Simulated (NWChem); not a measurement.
System: C2H7FOSi; SMILES CCO[SiH2]F

```xyz
12

Si     0.5330     1.2056    -0.1095
F     -0.8178     2.0677     0.1487
O      0.3215    -0.3579     0.3526
C     -0.4864    -1.3182    -0.2968
C     -0.0610    -2.7054     0.1211
H      0.8073     1.2899    -1.5710
H      1.6100     1.7616     0.7403
H     -0.4065    -1.2085    -1.3960
H     -1.5454    -1.1461    -0.0329
H     -0.1524    -2.8236     1.2109
H     -0.6897    -3.4660    -0.3659
H      0.9877    -2.8897    -0.1559
```
Atoms are numbered in this order, from 1.

Program: NWChem. Pople sets run with spherical d functions. Coordinates come from a PBE0/def2-SVP optimisation. Not confirmed as a minimum by frequencies. LC-ωPBE (HJS hole) with 6-31G*; x = 1 − exp(−ω/0.25 bohr⁻¹) is a scale chosen for this fit.

```
row           x  −ε(HOMO) (eV)
--------  -----  -------------
ω = 0.05  0.181           7.50
ω = 0.20  0.551       withheld
ω = 0.35  0.753          10.83
ω = 0.40  0.798          11.17
ω = 0.80  0.959          12.68
```

Fit a straight line of the last column on the one before it, predict the withheld value, and compare with the run.


1. Means of the 4 shown rows: x = 0.6727, y = 10.545. Slope Σ(x − x̄)(y − ȳ)/Σ(x − x̄)² = 2.210/0.3459 = 6.388; intercept 6.247.
2. The shown rows scatter about the line by 0.215 (root mean square); the largest residual is +0.31, at ω = 0.80.
3. At x = 0.551 (ω = 0.20; inside the shown range) the line gives 9.77.
4. The run gives 9.47, -0.30 from the line, 1.4 times the scatter.
